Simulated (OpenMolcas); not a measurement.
**Tm3+: moving or changing the point charges**

Tm3+ among 2 point charges of -1.5 e arranged as a linear pair (D∞h), 2.35 Å from the ion.

```json
{
  "Program": "OpenMolcas",
  "Method": "CASSCF",
  "Basis": "ANO-RCC-VDZP [7s6p4d2f1g]",
  "Scalar Hamiltonian": "DKH2, point nucleus",
  "Active space": "12 electrons in 7 orbitals (4f)",
  "State averaging": "2S+1 = 3 even, 21 roots; 2S+1 = 1 even, 27 roots kept (CI in the orbitals of an earlier block)",
  "Spin-orbit coupling": "RASSI with atomic mean-field integrals over the reference wave functions"
}
```

Runs around this geometry, states (labels by Λ). Energies in cm-1 above the lowest state or level, χT in cm3 K/mol.

```
R (Å)  Ground state  First state of that spin  First gap with spin-orbit (degeneracies)  Width of lowest J  χT at 300 K
 2.35            3Σ                   3Π 75.4                               56.8 (1, 2)               2658        6.804
 2.46            3Σ                   3Π 68.6                               50.8 (1, 2)               2306        6.851
 2.72            3Σ                   3Π 54.3                               39.2 (1, 2)               1691        6.935
```

Taking the width of the lowest J multiplet as R^-n, n = -ln(1691 / 2658) / ln(2.72 / 2.35) = 3.1 between the shortest and longest distance.

This is an electrostatic model: the charges have no orbitals. No measured value stands beside these numbers.
